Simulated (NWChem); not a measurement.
System: MnClF, sextet; SMILES [Cl][Mn][F]

Input file for NWChem:

```
start job
memory heap 200 mb stack 900 mb global 1100 mb
geometry units angstroms noautoz
  Mn    -0.045933     0.400552     0.000000
  F     -0.079738     2.170828     0.000000
  Cl    -0.004207    -1.774465     0.000000
end
basis spherical
  * library def2-tzvp
end
dft
  odft
  mult 6
  xc b3lyp
  iterations 150
  mulliken
end
task dft energy
```

NWChem printed, in part:

```
             Northwest Computational Chemistry Package (NWChem) 7.3.0
             --------------------------------------------------------

 ORDER OF PRIMARY AXIS IS BEING SET TO 4
 C4V symmetry detected

                             Geometry "geometry" -> ""
                             -------------------------

 Output coordinates in angstroms (scale by  1.889725989 to convert to a.u.)

  No.       Tag          Charge          X              Y              Z
 ---- ---------------- ---------- -------------- -------------- --------------
    1 Mn                  25.0000     0.00000000     0.00000000     0.41268047
    2 F                    9.0000     0.00000000     0.00000000     2.18327920
    3 Cl                  17.0000     0.00000000     0.00000000    -1.76273674

 Effective nuclear repulsion energy (a.u.)     191.1461078827

      Symmetry information
      --------------------

 Group name             C4v
 Group number             18
 Group order               8
 No. of unique centers     3

                                 NWChem DFT Module
                                 -----------------

 Summary of "ao basis" -> "ao basis" (spherical)
 ------------------------------------------------------------------------------
       Tag                 Description            Shells   Functions and Types
 ---------------- ------------------------------  ------  ---------------------
 Mn                        def2-tzvp                15       45   6s4p4d1f
 F                         def2-tzvp                11       31   5s3p2d1f
 Cl                        def2-tzvp                13       37   5s5p2d1f

      Symmetry analysis of basis
      --------------------------

        a1         39
        a2          0
        b1         11
        b2         11
        e          52

            General Information
            -------------------
          SCF calculation type: DFT
          Wavefunction type:  spin polarized.
          No. of atoms     :     3
          No. of electrons :    51
           Alpha electrons :    28
            Beta electrons :    23
          Charge           :     0
          Spin multiplicity:     6
          Use of symmetry is: on ; symmetry adaption is: on
          Maximum number of iterations: 150
          AO basis - number of functions:   113
                     number of shells:    39
          Convergence on energy requested:  1.00D-06
          Convergence on density requested:  1.00D-05
          Convergence on gradient requested:  5.00D-04

              XC Information
              --------------
                         B3LYP Method XC Potential
                     Hartree-Fock (Exact) Exchange  0.200
                        Slater Exchange Functional  0.800 local
                    Becke 1988 Exchange Functional  0.720 non-local
              Lee-Yang-Parr Correlation Functional  0.810
                  VWN I RPA Correlation Functional  0.190 local

             Grid Information
             ----------------
          Grid used for XC integration:  medium
          Radial quadrature: Mura-Knowles
          Angular quadrature: Lebedev.
          Tag              B.-S. Rad. Rad. Pts. Rad. Cut. Ang. Pts.
          ---              ---------- --------- --------- ---------
          Mn                  1.40      112           8.0       590
          F                   0.50       49          11.0       434
          Cl                  1.00       88          10.0       590
          Grid pruning is: on
          Number of quadrature shells:   249
          Spatial weights used:  Erf1

      Superposition of Atomic Density Guess
      -------------------------------------

 Sum of atomic energies:       -1708.52271115

      Non-variational initial energy
      ------------------------------

 Total energy =   -1707.707274
 1-e energy   =   -2739.975486
 2-e energy   =     841.122104
 HOMO         =      -0.181704
 LUMO         =      -0.166147

   Symmetry analysis of molecular orbitals - initial alpha
   -------------------------------------------------------

 !! scf_movecs_sym_adapt:   22 vectors were symmetry contaminated

  Symmetry fudging

 !! scf_movecs_sym_adapt:   16 vectors were symmetry contaminated

  Numbering of irreducible representations:

     1 a1          2 a2          3 b1          4 b2          5 e

  Orbital symmetries:

     1 a1          2 a1          3 a1          4 a1          5 a1
     6 e           7 e           8 a1          9 a1         10 e
    11 e          12 a1         13 a1         14 e          15 e
    16 a1         17 a1         18 a1         19 e          20 e
    21 a1         22 e          23 e          24 a1         25 b1
    26 b2         27 e          28 e          29 a1         30 e
    31 e          32 a1         33 b1         34 b2         35 e
    36 e          37 a1         38 a1

   Symmetry analysis of molecular orbitals - initial beta
   ------------------------------------------------------

 !! scf_movecs_sym_adapt:   22 vectors were symmetry contaminated

  Symmetry fudging

 !! scf_movecs_sym_adapt:   16 vectors were symmetry contaminated

  Numbering of irreducible representations:

     1 a1          2 a2          3 b1          4 b2          5 e

  Orbital symmetries:

     1 a1          2 a1          3 a1          4 a1          5 a1
     6 e           7 e           8 a1          9 a1         10 e
    11 e          12 a1         13 a1         14 e          15 e
    16 a1         17 a1         18 a1         19 e          20 e
    21 a1         22 e          23 e          24 a1         25 b1
    26 b2         27 e          28 e          29 a1         30 e
    31 e          32 a1         33 b1         34 b2         35 e
    36 e          37 a1         38 a1

     ---------------------------------------------
      Total Density - Mulliken Population Analysis
     ---------------------------------------------

    Atom       Charge   Shell Charges
 -----------   ------   -------------------------------------------------------
    1 Mn  25    23.66   2.00  2.00  1.19  0.79  0.45  0.27  5.99  4.78  1.24  0.09  2.03  1.68  1.00  0.13  0.00
    2 F    9     9.75   0.77  1.20  0.61  1.03  0.34  2.41  2.40  0.98  0.00  0.01  0.00
    3 Cl  17    17.60   2.01  0.45  1.52  1.11  0.86  4.19  1.69  1.12  3.02  1.61  0.00  0.02  0.00

     --------------------------------------------
      Spin Density - Mulliken Population Analysis
     --------------------------------------------

    Atom       Charge   Shell Charges
 -----------   ------   -------------------------------------------------------
    1 Mn  25     4.85   0.00  0.00  0.01 -0.01  0.21  0.25  0.00  0.00 -0.00  0.00  1.92  1.55  0.82  0.10  0.00
    2 F    9     0.05   0.00 -0.00  0.00  0.00 -0.00  0.03  0.02  0.00  0.00  0.00  0.00
    3 Cl  17     0.10   0.00  0.00 -0.00  0.00 -0.00  0.00 -0.00  0.02  0.04  0.02  0.00  0.01  0.00

   convergence    iter        energy       DeltaE   RMS-Dens  Diis-err
 ---------------- ----- ----------------- --------- --------- ---------
 d= 0,ls=0.0,diis     1  -1710.9976250111 -1.90D+03  1.04D-02  1.29D+00
                                                     1.55D-02  4.91D-01
 d= 0,ls=0.0,diis     2  -1700.2192672848  1.08D+01  6.85D-03  3.62D+01
                                                     1.48D-02  3.42D+01
 d= 0,ls=0.0,diis     3  -1711.2676293040 -1.10D+01  9.08D-04  2.16D-02
                                                     7.82D-04  2.54D-02
 d= 0,ls=0.0,diis     4  -1711.2700858422 -2.46D-03  4.49D-04  1.28D-02
                                                     4.29D-04  1.45D-02
 d= 0,ls=0.0,diis     5  -1711.2746360995 -4.55D-03  1.63D-04  1.97D-03
                                                     2.00D-04  1.56D-03
  Resetting Diis
 d= 0,ls=0.0,diis     6  -1711.2750530792 -4.17D-04  1.12D-04  3.38D-04
                                                     9.50D-05  2.97D-04
 d= 0,ls=0.0,diis     7  -1711.2751802766 -1.27D-04  5.82D-05  3.50D-05
                                                     5.16D-05  2.77D-05
 d= 0,ls=0.0,diis     8  -1711.2751585117  2.18D-05  3.16D-05  1.10D-04
                                                     3.06D-05  1.08D-04
 d= 0,ls=0.0,diis     9  -1711.2751927861 -3.43D-05  8.19D-06  1.92D-06
                                                     5.95D-06  1.15D-06
 d= 0,ls=0.0,diis    10  -1711.2751932958 -5.10D-07  2.72D-06  3.04D-07
                                                     3.64D-06  3.55D-07

         Total DFT energy =    -1711.275193295849
      One electron energy =    -2742.924894141214
           Coulomb energy =      931.507496951800
    Exchange-Corr. energy =      -91.003903989185
 Nuclear repulsion energy =      191.146107882749

 Numeric. integr. density =       51.000001556278

                  Occupations of the irreducible representations
                  ----------------------------------------------

                     irrep           alpha         beta
                     --------     --------     --------
                     a1               14.0         13.0
                     a2                0.0          0.0
                     b1                1.0          0.0
                     b2                1.0          0.0
                     e                12.0         10.0

                    DFT Final Alpha Molecular Orbital Analysis
                    ------------------------------------------

 Vector   26  Occ=1.000000D+00  E=-3.190043D-01  Symmetry=a1
              MO Center= -2.5D-15,  2.4D-15,  2.5D-01, r^2= 2.2D+00
   Bfn.  Coefficient  Atom+Function         Bfn.  Coefficient  Atom+Function
  ----- ------------  ---------------      ----- ------------  ---------------
     5      0.525072  1 Mn s                 21     -0.414802  1 Mn d  0
    26     -0.268052  1 Mn d  0               3     -0.197155  1 Mn s
    93      0.194659  3 Cl pz                31     -0.179002  1 Mn d  0
     4     -0.159407  1 Mn s                 53     -0.151064  2 F  pz
    96      0.126693  3 Cl pz                56     -0.124760  2 F  pz

 Vector   27  Occ=1.000000D+00  E=-3.037899D-01  Symmetry=e
              MO Center=  6.2D-15, -3.8D-15, -9.7D-01, r^2= 2.6D+00
   Bfn.  Coefficient  Atom+Function         Bfn.  Coefficient  Atom+Function
  ----- ------------  ---------------      ----- ------------  ---------------
    92      0.360308  3 Cl py                91     -0.267903  3 Cl px
    95      0.258885  3 Cl py                20      0.254682  1 Mn d -1
    94     -0.192490  3 Cl px                22      0.189365  1 Mn d  1
    89      0.177214  3 Cl py                25      0.163028  1 Mn d -1
    83     -0.142399  3 Cl py                88     -0.131765  3 Cl px

 Vector   28  Occ=1.000000D+00  E=-3.037899D-01  Symmetry=e
              MO Center=  1.3D-15,  1.1D-15, -9.7D-01, r^2= 2.6D+00
   Bfn.  Coefficient  Atom+Function         Bfn.  Coefficient  Atom+Function
  ----- ------------  ---------------      ----- ------------  ---------------
    91      0.360308  3 Cl px                92      0.267903  3 Cl py
    94      0.258885  3 Cl px                22     -0.254682  1 Mn d  1
    95      0.192490  3 Cl py                20      0.189365  1 Mn d -1
    88      0.177214  3 Cl px                27     -0.163028  1 Mn d  1
    82     -0.142399  3 Cl px                89      0.131765  3 Cl py

 Vector   29  Occ=0.000000D+00  E=-4.568887D-02  Symmetry=a1
              MO Center= -7.0D-15,  5.2D-15,  3.2D-01, r^2= 5.4D+00
   Bfn.  Coefficient  Atom+Function         Bfn.  Coefficient  Atom+Function
  ----- ------------  ---------------      ----- ------------  ---------------
     6      0.916498  1 Mn s                 81     -0.289771  3 Cl s
    21      0.279320  1 Mn d  0               5      0.277028  1 Mn s
    96     -0.260511  3 Cl pz                50     -0.193423  2 F  s
    93     -0.185987  3 Cl pz                26      0.170044  1 Mn d  0
    80     -0.146982  3 Cl s                  4     -0.142993  1 Mn s

 Vector   30  Occ=0.000000D+00  E= 1.853564D-02  Symmetry=e
              MO Center=  1.1D-14, -6.4D-15,  3.1D-01, r^2= 3.1D+00
   Bfn.  Coefficient  Atom+Function         Bfn.  Coefficient  Atom+Function
  ----- ------------  ---------------      ----- ------------  ---------------
    16      0.872800  1 Mn px                17     -0.648433  1 Mn py
    10     -0.224542  1 Mn px                11      0.166820  1 Mn py
    91     -0.137137  3 Cl px                57     -0.104987  2 F  px
    92      0.101883  3 Cl py                94     -0.096930  3 Cl px
    51     -0.092992  2 F  px                 7      0.078287  1 Mn px

 Vector   31  Occ=0.000000D+00  E= 1.853564D-02  Symmetry=e
              MO Center= -4.6D-15,  1.4D-15,  3.1D-01, r^2= 3.1D+00
   Bfn.  Coefficient  Atom+Function         Bfn.  Coefficient  Atom+Function
  ----- ------------  ---------------      ----- ------------  ---------------
    17      0.872800  1 Mn py                16      0.648433  1 Mn px
    11     -0.224542  1 Mn py                10     -0.166820  1 Mn px
    92     -0.137137  3 Cl py                58     -0.104987  2 F  py
    91     -0.101883  3 Cl px                95     -0.096930  3 Cl py
    52     -0.092992  2 F  py                 8      0.078287  1 Mn py

                     DFT Final Beta Molecular Orbital Analysis
                     -----------------------------------------

 Vector   21  Occ=1.000000D+00  E=-3.583703D-01  Symmetry=a1
              MO Center= -3.7D-16, -5.8D-17, -1.3D+00, r^2= 2.7D+00
   Bfn.  Coefficient  Atom+Function         Bfn.  Coefficient  Atom+Function
  ----- ------------  ---------------      ----- ------------  ---------------
    93      0.485974  3 Cl pz                96      0.303832  3 Cl pz
    90      0.225703  3 Cl pz                84     -0.189658  3 Cl pz
    53      0.173985  2 F  pz                12      0.154997  1 Mn pz
    56      0.146628  2 F  pz                 5      0.134252  1 Mn s
    59      0.124101  2 F  pz                80     -0.100125  3 Cl s

 Vector   22  Occ=1.000000D+00  E=-3.250494D-01  Symmetry=e
              MO Center= -1.9D-14, -1.6D-14, -1.6D+00, r^2= 1.5D+00
   Bfn.  Coefficient  Atom+Function         Bfn.  Coefficient  Atom+Function
  ----- ------------  ---------------      ----- ------------  ---------------
    92      0.388140  3 Cl py                91      0.318164  3 Cl px
    95      0.272862  3 Cl py                94      0.223669  3 Cl px
    89      0.189567  3 Cl py                88      0.155391  3 Cl px
    83     -0.154262  3 Cl py                82     -0.126451  3 Cl px
    86     -0.070816  3 Cl py                17      0.061092  1 Mn py

 Vector   23  Occ=1.000000D+00  E=-3.250494D-01  Symmetry=e
              MO Center=  9.5D-16, -8.5D-16, -1.6D+00, r^2= 1.5D+00
   Bfn.  Coefficient  Atom+Function         Bfn.  Coefficient  Atom+Function
  ----- ------------  ---------------      ----- ------------  ---------------
    91      0.388140  3 Cl px                92     -0.318164  3 Cl py
    94      0.272862  3 Cl px                95     -0.223669  3 Cl py
    88      0.189567  3 Cl px                89     -0.155391  3 Cl py
    82     -0.154262  3 Cl px                83      0.126451  3 Cl py
    85     -0.070816  3 Cl px                16      0.061092  1 Mn px

[...]
```

Level: B3LYP/def2-TZVP, spin-unrestricted. Coordinates come from a PBE-D3(BJ)/def2-SVP, spin-unrestricted optimisation. The spin multiplicity was typed, not searched, and may not be the lowest. No stability test was run on the SCF state.
